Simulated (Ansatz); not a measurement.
```xyz
2

P     0.8251    0.4674    0.0644
Cl    3.0291    0.8682    0.9585
```

Basis set: cc-pVDZ (spherical functions). Correlated methods keep 10 orbitals frozen. Charge 0, multiplicity 1.

Computed with Ansatz (development build ahead of 0.2.0); the reference of a correlated method needn't be the lowest determinant of its kind. Restricted open shells among the atoms or ions are ROHF, correlated in semicanonical orbitals with singles.

**Question.** Give the atomization energy at this shape (free ground-state atoms in the same class of orbitals less the molecule, no zero-point energy) of singlet PCl by RHF-CCSD(T), RHF-CCSD.

**Answer.**

| method | atomization energy |
| --- | --- |
| RHF-CCSD(T) | 0.63 eV |
| RHF-CCSD | 0.39 eV |

Caution: large amplitudes, a single reference is doubtful; no unrestricted run beside it, a lower state can exist; the reference determinant was not shown to be the lowest.
